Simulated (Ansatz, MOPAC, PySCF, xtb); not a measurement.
Spectroscopic constants of HfC, closed-shell singlet (lowest of 2S+1 = 1, 3, 5, 7 at CCSD(T)/def2-TZVPP on PBE0 minima; our sources give no spin for the ground state, which may be another). No spin–orbit coupling. The T1 diagnostic near the minimum is 0.196, so single-reference values are doubtful.

Seven points along R, fitted to fifth degree in 1/R; most abundant isotopes. In def2 and cc sets the state is the lowest found near the PBE0 minimum, followed along R. The singlet is held restricted.

Run with Ansatz (Gaussian basis) for Hartree–Fock, density functionals and correlated methods; MOPAC for PM7 (differences of heats of formation); PySCF for LANL2DZ rows; xtb for the GFN methods.  In def2 rows elements past Kr take small-core potentials, without spin–orbit coupling.

```json
[
 {"level": "PM7", "r_e (Å)": "1.863", "ω_e (cm⁻¹)": "1270", "B_e (cm⁻¹)": "0.432", "ω_e x_e (cm⁻¹)": "3.2", "dipole (D)": "-"},
 {"level": "GFN1-xTB", "r_e (Å)": "1.961", "ω_e (cm⁻¹)": "993", "B_e (cm⁻¹)": "0.390", "ω_e x_e (cm⁻¹)": "4.1", "dipole (D)": "-"},
 {"level": "SVWN5/def2-TZVPP", "r_e (Å)": "1.876", "ω_e (cm⁻¹)": "852", "B_e (cm⁻¹)": "0.426", "ω_e x_e (cm⁻¹)": "3.2", "dipole (D)": "3.69"},
 {"level": "PBE/def2-TZVPP", "r_e (Å)": "1.886", "ω_e (cm⁻¹)": "829", "B_e (cm⁻¹)": "0.421", "ω_e x_e (cm⁻¹)": "3.2", "dipole (D)": "3.69"},
 {"level": "r2SCAN/def2-TZVPP", "r_e (Å)": "1.869", "ω_e (cm⁻¹)": "844", "B_e (cm⁻¹)": "0.429", "ω_e x_e (cm⁻¹)": "3.3", "dipole (D)": "3.81"},
 {"level": "B97M-V/def2-TZVPP", "r_e (Å)": "1.878", "ω_e (cm⁻¹)": "848", "B_e (cm⁻¹)": "0.425", "ω_e x_e (cm⁻¹)": "3.2", "dipole (D)": "3.77"},
 {"level": "B3LYP/LANL2DZ", "r_e (Å)": "1.897", "ω_e (cm⁻¹)": "863", "B_e (cm⁻¹)": "0.416", "ω_e x_e (cm⁻¹)": "3.2", "dipole (D)": "3.44"},
 {"level": "B3LYP/def2-TZVPP", "r_e (Å)": "1.882", "ω_e (cm⁻¹)": "841", "B_e (cm⁻¹)": "0.423", "ω_e x_e (cm⁻¹)": "3.2", "dipole (D)": "3.67"},
 {"level": "PBE0/def2-TZVPP", "r_e (Å)": "1.862", "ω_e (cm⁻¹)": "866", "B_e (cm⁻¹)": "0.432", "ω_e x_e (cm⁻¹)": "3.3", "dipole (D)": "3.78"},
 {"level": "BHLYP/def2-TZVPP", "r_e (Å)": "1.861", "ω_e (cm⁻¹)": "878", "B_e (cm⁻¹)": "0.432", "ω_e x_e (cm⁻¹)": "3.2", "dipole (D)": "3.41"},
 {"level": "CAM-B3LYP/def2-TZVPP", "r_e (Å)": "1.863", "ω_e (cm⁻¹)": "874", "B_e (cm⁻¹)": "0.432", "ω_e x_e (cm⁻¹)": "3.1", "dipole (D)": "3.56"},
 {"level": "wB97X-V/def2-TZVPP", "r_e (Å)": "1.852", "ω_e (cm⁻¹)": "884", "B_e (cm⁻¹)": "0.437", "ω_e x_e (cm⁻¹)": "3.3", "dipole (D)": "3.56"},
 {"level": "wB97M-V/def2-TZVPP", "r_e (Å)": "1.862", "ω_e (cm⁻¹)": "872", "B_e (cm⁻¹)": "0.432", "ω_e x_e (cm⁻¹)": "3.1", "dipole (D)": "3.36"},
 {"level": "B2PLYP/def2-TZVPP", "r_e (Å)": "1.902", "ω_e (cm⁻¹)": "808", "B_e (cm⁻¹)": "0.414", "ω_e x_e (cm⁻¹)": "3.3", "dipole (D)": "-"}
]
```

Correlated levels freeze the inner cores; with def2 sets outer-core shells near the valence are correlated too. Rows in LANL2DZ carry no dispersion term and start afresh at each structure. LANL2DZ brings its own core potentials from Na on. The state that PM7 reach isn't checked; PM7 holds dispersion and hydrogen-bond terms.

Doubts at one or more of the structures used: a restricted determinant that unrestricted orbitals would lower (B2PLYP/def2-TZVPP).

Ansatz is an electronic-structure program.
